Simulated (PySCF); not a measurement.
Structure problem from calculated spectra and properties.

Formula: C3H10SSi2.

- NMR, other nuclei: isotropic shieldings of nuclei other than C and H, by class: 356 (1 Si), 389 (1 Si), 795 (1 S) ppm [GIAO PBE/pcSseg-1]
- UV, first state: lowest singlet excitation: 5.87 eV (211 nm, f = 0.016) [TDDFT PBE0/def2-SVPD]
- Polarisability: 117.5 au [PBE0/def2-SVPD]
- 1H NMR: chemical shifts (computed TMS as zero) by class: 5.97 (1 H), 5.34 (1 H), 5.24 (1 H), 4.75 (3 H), 4.65 (2 H), 2.12 (2 H) ppm [GIAO PBE/pcSseg-1]
- UV, strongest line: among the 10 lowest singlet transitions: S5 at 6.47 eV (192 nm, f = 0.201) [TDDFT PBE0/def2-SVPD]
- Rotational structure: rotational constants A, B, C: 6.253, 0.667, 0.631 GHz [PBE0-D3(BJ)/def2-SVP]
- Valence photoelectron: vertical ionisation energy: 8.97 eV [ΔSCF PBE0/def2-SVPD]
- Triplet: lowest triplet excitation (Tamm–Dancoff): 4.13 eV [TDA PBE0/def2-SVPD]
- 13C NMR: chemical shifts (computed TMS as zero) by class: 138.5 (1 C), 122.0 (1 C), 26.2 (1 C) ppm [GIAO PBE/pcSseg-1]
- Dipole: 0.80 D [PBE0/def2-SVPD]

Electronic properties: PySCF, gas phase, density fitting. Levels stand in brackets. One conformer (not necessarily the lowest) at the PBE0-D3(BJ)/def2-SVP geometry, without solvent, vibrations or thermal averaging. Each NMR value is the plain mean over a class of atoms that symmetry, rotation or inversion makes alike.

Question: Give a SMILES that accounts for the data.

Answer: Numbering: `[CH2:1]=[CH:2][CH2:3][SiH2:4][S:5][SiH3:6]`. Its formula, C3H10SSi2, gives 1 degree of unsaturation: 0 rings and 1 π bond in the structure found. 3 carbons fall into 3 classes; from least to most shielded: alkene CH carbon [C2] (138.5 ppm), terminal =CH2 carbon [C1] (122.0 ppm), sp3 carbon bound to silicon [C3] (26.2 ppm). Hydrogen classes from least to most shielded: 1 H on an alkene CH carbon, C2 (5.97 ppm), 1 H on a terminal =CH2 carbon, C1 (5.34 ppm), 1 H on a terminal =CH2 carbon, C1 (5.24 ppm), 3 H on an SiH3 silicon, Si6 (4.75 ppm), 2 H on an SiH2 silicon, Si4 (4.65 ppm), 2 H on an sp3 carbon bound to silicon, C3 (2.12 ppm). The other shieldings belong to: 356 ppm, SiH2 silicon [Si4]; 389 ppm, SiH3 silicon [Si6]; 795 ppm, sulfur bonded to 2 Si [S5]. The first electron is taken from the HOMO, whose largest Löwdin shares are 0.24 on the sulfur bonded to 2 Si, 0.23 on the terminal =CH2 carbon, 0.20 on the alkene CH carbon and 0.09 on the sp3 carbon bound to silicon. The optimised geometry has point group C1 and is an asymmetric top. Structure: `C=CC[SiH2]S[SiH3]`. Computed isomers that give other values at the same levels: `[SiH3]S[C@H]1CC[SiH2]1` (rotational constant A: 3.136 GHz; this holds for the one conformer computed); `CS[SiH2]/C=C\[SiH3]` (lowest singlet excitation: 4.42 eV (281 nm, f = 0.020)); `CS[SiH2]/C=C/[SiH3]` (lowest singlet excitation: 4.58 eV (270 nm, f = 0.024)). The assignments are read from this structure; whether some other isomer fits the data as well wasn't checked.

The values belong to the conformer `[CH2:1]=[CH:2][CH2:3][SiH2:4][S:5][SiH3:6]`: C1–C2–C3–Si4 -101°, C2–C3–Si4–S5 -174°, C3–Si4–S5–Si6 -177°.
